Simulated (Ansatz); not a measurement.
`[BH2][Al]1[SiH2][S]1` and `[AlH]1[SiH2][S]1` differ in one atom or group.

Ansatz, PBE0-D4/def2-TZVP geometries, multiplicity 1. 

| property | `[BH2][Al]1[SiH2][S]1` |
| --- | --- |
| HOMO energy (PBE/def2-TZVPP) / eV | -5.64 |
| size of the dipole moment (ωB97M-V/def2-TZVPP) / D | 2.50 |
| HOMO–LUMO gap (B3LYP/def2-TZVPP) / eV | 3.13 |
| HOMO energy (ωB97M-V/def2-TZVPP) / eV | -8.32 |
| LUMO energy (PBE0/def2-TZVPP) / eV | -3.00 |
| HOMO–LUMO gap (PBE0/def2-TZVPP) / eV | 3.48 |

Question: What does the change do to each property? (An estimate is asked.)

Answer: Computed: 
```tsv
property	`[AlH]1[SiH2][S]1`	shift
HOMO energy (PBE/def2-TZVPP) / eV	-5.68	-0.04
size of the dipole moment (ωB97M-V/def2-TZVPP) / D	2.06	-0.44
HOMO–LUMO gap (B3LYP/def2-TZVPP) / eV	4.50	1.37
HOMO energy (ωB97M-V/def2-TZVPP) / eV	-8.56	-0.24
LUMO energy (PBE0/def2-TZVPP) / eV	-1.80	1.20
HOMO–LUMO gap (PBE0/def2-TZVPP) / eV	4.85	1.37
```

With PBE0 the HOMO falls by 0.17 eV and the LUMO rises by 1.20 eV, so the gap widens by about 1.37 eV. PBE moves the HOMO by -0.04 eV and ωB97M-V by -0.24 eV. The zero-point energy changes by -34.6 kJ/mol with -6 modes. Dipoles are sizes alone; their direction can turn.

B3LYP here is the variant with VWN-RPA as its local correlation; programs differ in this.
